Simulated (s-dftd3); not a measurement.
singlet methylene (CH2), singlet, geometry from GFN2-xTB; D3(zero) for b97d run with s-dftd3.

Input for s-dftd3:
```
$ s-dftd3 mol.xyz --zero b97d --json dftd3.json --noedisp --grad

# file mol.xyz
3

C      0.00403916     0.00124078     0.16463541
H      0.00029648     0.87790816    -0.50085524
H     -0.02453143    -0.88535285    -0.48695721
```

Task: Write the output that s-dftd3 gives for this input, abridged.

Result: 
```
-----------------------------------
 s i m p l e   D F T - D 3  v1.4.0
-----------------------------------

Zero (Chai-Head-Gordon) damping: b97d-D3(0)
--------------------
  s6         1.0000
  s8         0.9090
  s9         0.0000
 rs6         0.8920
 rs8         1.0000
 alp        14.0000
--------------------

Dispersion energy:      -1.0599200748760E-04 Eh

Gradient norm:           3.3497703067246E-04 Eh/a0
--------------------------------------------------
     #    Z           dE/dx      dE/dy      dE/dz
--------------------------------------------------
     1    6 C    -1.959E-07 -6.017E-08 -7.984E-06
     2    1 H    -3.235E-06 -2.367E-04  5.858E-06
     3    1 H     3.431E-06  2.368E-04  2.126E-06
--------------------------------------------------

Virial:
--------------------------------------------------
      component           x          y          z
--------------------------------------------------
          x      -1.624E-07 -1.111E-05 -1.562E-07
          y      -1.111E-05 -7.888E-04  6.143E-06
          z      -1.562E-07  6.143E-06 -9.984E-06
--------------------------------------------------

[Info] JSON dump of results written to 'dftd3.json'
```
